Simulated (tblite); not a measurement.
Start geometry of `O[Si@@H]1CC[C@H](OC[SiH3])C1` from a force field or distance geometry (Å):
```
atom  x, y, z in Å
O1    -2.649   -1.732   -0.986
Si2   -2.559   -0.396   -0.007
C3    -1.677    1.085   -0.820
C4    -0.640    1.563    0.201
C5    -0.041    0.307    0.904
O6     0.736   -0.470   -0.023
C7     2.081    0.027   -0.197
Si8    3.173   -0.942   -1.376
C9    -1.210   -0.577    1.374
H10   -1.820   -2.060   -1.337
H11   -3.871   -0.038    0.582
H12   -2.396    1.884   -1.067
H13   -1.199    0.754   -1.732
H14    0.126    2.162   -0.294
H15   -1.124    2.198    0.967
H16    0.575    0.586    1.771
H17    2.039    1.060   -0.551
H18    2.574    0.023    0.784
H19    3.342   -2.347   -0.913
H20    4.517   -0.315   -1.453
H21    2.579   -0.950   -2.744
H22   -0.930   -1.619    1.502
H23   -1.628   -0.176    2.318
```

**Question.** What comes out of this run: GFN2-xTB geometry optimisation, gas phase (tblite 0.8.0)?

**Answer.** 
```
atom  x, y, z in Å
O1    -1.7714   -1.7535   -1.1974
Si2   -2.1958   -0.5307   -0.2124
C3    -1.5599    1.1889   -0.7516
C4    -0.6452    1.6453    0.3897
C5    -0.0462    0.3912    1.0374
O6     0.7061   -0.3740    0.1048
C7     1.9705    0.1415   -0.2529
Si8    2.6783   -1.1666   -1.4403
C9    -1.2190   -0.5036    1.4230
H10   -0.8379   -1.9385   -1.2981
H11   -3.6394   -0.6778   -0.0963
H12   -2.3398    1.9265   -0.9275
H13   -0.9875    1.1121   -1.6766
H14    0.1342    2.3260    0.0405
H15   -1.2234    2.1685    1.1532
H16    0.5982    0.6570    1.8926
H17    1.8798    1.1247   -0.7316
H18    2.5900    0.2796    0.6449
H19    2.6754   -2.4595   -0.7573
H20    4.0388   -0.7751   -1.8186
H21    1.8150   -1.2253   -2.6225
H22   -0.8571   -1.4751    1.7511
H23   -1.7684   -0.0546    2.2463
```

The energy falls by 30.5 kJ/mol over 128 L-BFGS steps, the largest force on an atom goes from 1.26 to 0.009 eV/Å, and the atoms move by 0.501 Å rms after alignment. Among the bonds, O6–C7 and Si2–C9 change most and about equally (-0.034 to -0.033 Å). Bonds longer at the end by more than 0.005 Å: 2 of 23; shorter: 13. Among the angles that change most is O6–C7–Si8, from 116.1° to 103.9°. Among the dihedrals that turn most is H11–Si2–C3–C4, from 100° to 121°. Rotational constants go from 1982, 576.3, 526.2 to 1766, 754.4, 642.1 MHz. The orientation of the end geometry is arbitrary; only internal coordinates are fixed.

Its GFN2-xTB frequencies are all real (lowest 35 cm⁻¹). One conformer, not necessarily the lowest.

All values are computed, not measured.
